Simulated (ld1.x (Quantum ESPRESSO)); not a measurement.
oxygen: PAW pseudisation with BP86, scalar-relativistic reference atom.

The input file (ld1.x (Quantum ESPRESSO) 7.5):

```
&input
   title='O', zed=8., rel=1, dft='BP', iswitch=3,
   config='[He] 2s2 2p4',
   nld=2, rlderiv=1.90, eminld=-4.0, emaxld=5.0, deld=0.02
 /
 &inputp
   pseudotype=3, lpaw=.true., tm=.true., lloc=-2, rcloc=1.55,
   nlcc=.true., new_core_ps=.true.,
   which_augfun='GAUSS', rmatch_augfun=0.60,
   file_pseudopw='O.UPF', file_wfcaegen='ae.wfc', file_wfcncgen='nc.wfc', file_beta='beta', file_chi='chi', file_wfcusgen='us.wfc'
 /
4
2S  1  0   2.00   0.00  0.75  0.95  0.0
2S  1  0   0.00  -1.10  0.75  0.95  0.0
2P  2  1   4.00   0.00  1.40  1.75  0.0
2P  2  1   0.00   0.75  1.40  1.75  0.0
 &test
   configts(1)='2s2 2p4'
 /
```

Command:

```bash
ld1.x < O.in > O.out
```

Resulting log (shortened: banner, matrices, multipoles, cross overlaps and the repeated all-electron block are left out):

```
Program LD1 v.7.5
     --------------------------- All-electron run ----------------------------

     O
     scalar relativistic calculation

     atomic number is  8.00
     dft =BP   lsd =0 sic =0 latt =0  beta=0.20 tr2=1.0E-14
     Exchange-correlation= BP
                           (   1   1   1   1   0   0   0)
     mesh =1095 r(mesh) =  99.04343 a.u. xmin = -7.00 dx = 0.01250
     1 Ry =  13.60569312 eV, c = 137.03599908

     n l     nl                  e(Ry)          e(Ha)          e(eV)
     1 0     1S 1( 2.00)       -37.8693       -18.9347      -515.2382
     2 0     2S 1( 2.00)        -1.7681        -0.8841       -24.0569
     2 1     2P 1( 4.00)        -0.6708        -0.3354        -9.1262

     final scf error:  7.3E-15 reached in  30 iterations

     Etot =    -150.158483 Ry,     -75.079242 Ha,   -2043.010243 eV

     Ekin =     149.935432 Ry,      74.967716 Ha,    2039.975472 eV
     Encl =    -356.289360 Ry,    -178.144680 Ha,   -4847.563698 eV
     Eh   =      72.908485 Ry,      36.454242 Ha,     991.970472 eV
     Exc  =     -16.713040 Ry,      -8.356520 Ha,    -227.392488 eV

     normalization and overlap integrals

     s(1S/1S) =  1.000000  <r> =   0.1994  <r2> =    0.0537  r(max) =   0.1298
     s(2S/2S) =  1.000000  <r> =   1.1399  <r2> =    1.5819  r(max) =   0.8677
     s(2P/2P) =  1.000000  <r> =   1.2627  <r2> =    2.1209  r(max) =   0.8151

     ------------------------ End of All-electron run ------------------------

     --------------------- Generating PAW atomic setup --------------------

      Generating local potential from pseudized AE potential:
      Matching radius rcloc =   1.5500
      Enforcing V''(0)=0 (lloc=-2)

      Local pseudo, rcloc= 1.561 Estimated cut-off energy=    12.96 Ry

      Computing core charge for nlcc:

       r > 0.34 : true rho core
      Core charge pseudized with two Bessel functions
      Integrated core pseudo-charge :   1.36
      Wfc-us  2S rcutus= 0.947  Estimated cut-off energy=    50.45 Ry
      Wfc-us  2S rcutus= 0.947  Estimated cut-off energy=    51.75 Ry
      Wfc-us  2P rcutus= 1.769  Estimated cut-off energy=    25.48 Ry
      Wfc-us  2P rcutus= 1.769  Estimated cut-off energy=    46.67 Ry

     Required augmentation: GAUSS   radius:    0.600000
     Message from routine us2paw:
     GAUSS augmentation functions are ususally harder than BESSEL; use BESSEL instead unless you have discontinuity in local potential

     Estimated PAW energy =  -41.315478 Ryd

     ------------------- End of pseudopotential generation -------------------

     Computing logarithmic derivative in   1.89521
     Computing logarithmic derivative in   1.89521
     Computing the partial wave expansion
     R is outside the sphere for l=    0 j= 0.00
     R is outside the sphere for l=    0 j= 0.00
     R is outside the sphere for l=    1 j= 0.00
     R is outside the sphere for l=    1 j= 0.00

     ---------------------- Testing the pseudopotential ----------------------

     O
     scalar relativistic calculation

     atomic number is  8.00   valence charge is  6.00
     dft = SLA  PZ   B88  P86   lsd =0 sic =0 latt =0  beta=0.20 tr2=1.0E-14
     mesh =1095 r(mesh) =  99.04343 xmin = -7.00 dx = 0.01250

     n l     nl             e AE (Ry)        e PS (Ry)    De AE-PS (Ry)
     1 0     2S   1( 2.00)       -1.76815       -1.76815        0.00000
     2 1     2P   1( 4.00)       -0.67076       -0.67076        0.00000

     eps = 3.9E-15  iter =  6

     Etot =    -150.158483 Ry,     -75.079242 Ha,   -2043.010243 eV
     Etotps =   -41.315483 Ry,     -20.657742 Ha,    -562.125785 eV

     Ekin =      33.224843 Ry,      16.612421 Ha,     452.047015 eV
     Encl =     -85.200356 Ry,     -42.600178 Ha,   -1159.209894 eV
     Ehrt =      27.373069 Ry,      13.686535 Ha,     372.429578 eV
     Ecxc =     -16.713039 Ry,      -8.356520 Ha,    -227.392484 eV
     (Ecc =      -4.642346 Ry,      -2.321173 Ha,     -63.162329 eV)

     ---------------------- End of pseudopotential test ----------------------
```

The ghost test of this file was not conclusive. Its overlap operator is not positive definite in a basis up to 400 Ry (lowest eigenvalue s -0.68), so the file is unfit for use: the generalised eigenproblem breaks down once the basis is large enough, and its test numbers describe a broken file.

Generation and configuration tests took about 0.92 s on one core of a shared server CPU.
